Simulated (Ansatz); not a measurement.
Reactions of C$_{3}$H$_{8}$SSi, SMILES `CC[Si]SC`.

Computed with Ansatz on PBE0-D4/def2-TZVP structures; ΔE is electronic, products minus reactants. CBS: MP2 limit from def2 TZ/QZ plus the TZ coupled-cluster correction, frozen cores. This one scheme is used for every species, atoms too. For atomizations the MP2-based limit and the directly extrapolated one differ by several kJ/mol either way, and by 10 to 25 for some Ge, Se and Sn compounds, so smaller differences from it don't rank the levels. No spin–orbit coupling; open shells (•) take unrestricted orbitals. Spin–orbit coupling would lower the free atoms: a little for C, S, Si. For Ga, Mg outer-core shells are correlated without core-valence functions, so the limit isn't a true one: a few kJ/mol of doubt a bond, and 10 to 20 or more in all where bonds break to atoms. Scalar relativity is left out up to krypton. One conformer a species, not always the lowest.

(1) Order these by ΔE at CCSD(T)/CBS, lowest first. (Estimate.)
A. `CC[Si]SC` → 3 C• + 8 H• + S• + Si•
B. `CC[Si]SC` + `CB[SiH2]C` → `CC[Si]C` + `CB[SiH2]SC`
C. `CC[Si]SC` + `[SiH3][O][Mg][Cl]` → `CC[Si]O[SiH3]` + `C[S][Mg][Cl]`
D. `CC[Si]SC` + `C[O][Ga]([OH])[OH]` → `C[O][Ga]([OH])[O]C` + `C[Si]SC`
E. `CC[Si]SC` + H₂ → `CC[SiH]` + CH₃SH
F. `CC[Si]SC` → `C[Si]SC` + `[CH2]` (triplet)
G. `CC[Si]SC` → `C[SiH2]CC=S`

Largest T1 diagnostic: 0.015, for `C[SiH2]CC=S`.

Results:

(1) G (-6.8 kJ/mol), C (+11.3 kJ/mol), D (+39.5 kJ/mol), B (+53.7 kJ/mol), E (+102.4 kJ/mol), F (+411.6 kJ/mol), A (+4768.1 kJ/mol).
